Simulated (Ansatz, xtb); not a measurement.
Breaking the Ge3–H4 bond in BeFGeH3 (SMILES [F][Be][GeH3]) (multiplicity 1 held, fragments rigid). Energies count from the point at 1.542 Å.
Geometry at that point (charge 0, multiplicity 1):
```xyz
6

Be    -0.3470     0.9882    -0.8966
F     -0.6923     1.9715    -1.7887
Ge     0.2051    -0.5840     0.5299
H      1.1083    -1.6594    -0.1077
H      0.9752    -0.0259     1.7441
H     -1.0277    -1.3213     1.0916
```

Active spaces are followed from a long bond inwards. Levels need not reach the same state.

Frozen-core correlation. Filled d and f shells under p-block atoms count as core.

Codes used: Ansatz (Gaussian orbitals); xtb for the GFN methods. Values without a source in brackets are computed. The GFN methods have no spin term and hold the electronic entropy of 300 K.

Task: What is the computed energy at R = 4.936 Å (GFN2-xTB)?

Result: 377 kJ/mol

Task: Give the energy at R = 4.936 Å at the level FIC-MRCISD on CASSCF(2,2)/cc-pVTZ.

Result: 344 kJ/mol

Task: Give the energy at R = 4.936 Å at the level FIC-MRCISD+Q on CASSCF(2,2)/cc-pVTZ.

Result: 348 kJ/mol

Ansatz is a first-principles code.
